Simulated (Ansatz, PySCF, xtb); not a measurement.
Two conformers of C3H6O (SMILES C=CCO), B3LYP-D3(BJ)/def2-TZVP minima.
Conformer 1 (charge 0, multiplicity 1, Z-matrix in Å and degrees):
```
C
C 1 1.3271
H 2 1.0825 1 121.90
H 2 1.0847 3 116.79 1 -179.49
H 1 1.0863 2 120.26 3 1.00
C 1 1.4963 5 115.57 2 -178.74
H 6 1.0922 1 110.53 5 -60.02
H 6 1.0967 7 107.78 1 120.37
O 6 1.4280 7 105.02 8 118.62
H 9 0.9639 6 107.86 7 175.81
```
Conformer 2 (charge 0, multiplicity 1):
```xyz
10

C     -1.452     0.386    -0.439
C     -0.612    -0.547    -0.014
C      0.837    -0.335     0.280
O      1.202     1.015     0.042
H     -2.492     0.156    -0.631
H     -1.121     1.402    -0.606
H     -0.959    -1.564     0.149
H      1.429    -1.018    -0.346
H      1.031    -0.615     1.326
H      2.137     1.120     0.238
```

No zero-point or thermal terms.

Rows in 6-31G* carry no dispersion term and start afresh at each structure (6-31G* with six Cartesian d functions). MP2/6-31G* freezes PySCF's default core.

The values were computed with Ansatz (a first-principles code) with Gaussian orbitals; PySCF for 6-31G* rows; xtb for the GFN methods. Values without a source in brackets are computed.

**Question.** One of these levels gives 1.45 kcal/mol for the electronic energy of conformer 2 less that of conformer 1. Name it.
A) PBE/def2-TZVPP
B) MP2/6-31G*
C) GFN1-xTB

**Answer.** B, MP2/6-31G*. The others give 0.47 (GFN1-xTB), 1.03 (PBE/def2-TZVPP)
